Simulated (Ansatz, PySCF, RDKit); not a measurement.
Dimer: AsH3 (SMILES [AsH3]) (first 4 atoms) with HBr (SMILES Br); geometry from B3LYP-D3(BJ)/def2-TZVP, rigid monomers moved along the line of their centres of mass till As1···H6 is 3.63 Å.
(charge 0, multiplicity 1):
```xyz
6

As    -0.246    -0.200     0.144
H     -0.931     0.733    -0.842
H     -0.416    -1.419    -0.748
H      1.145     0.109    -0.387
Br    -1.342    -0.251     5.092
H     -1.031    -0.236     3.687
```

Counterpoise-corrected where a basis set is named; no monomer relaxation. RDKit's UFF carries no charges.

Programs: Ansatz (a first-principles code); PySCF for the dispersion terms; RDKit for the force fields. Values without a source in brackets are computed.

Question: One of these levels gives -0.89 kcal/mol for the interaction energy. Name it.
(A) HF/aug-cc-pVDZ
(B) UFF
(C) PBE-D3(BJ)/def2-TZVPPD

Answer: A, HF/aug-cc-pVDZ. The others give -0.30 (UFF), -1.50 (PBE-D3(BJ)/def2-TZVPPD)
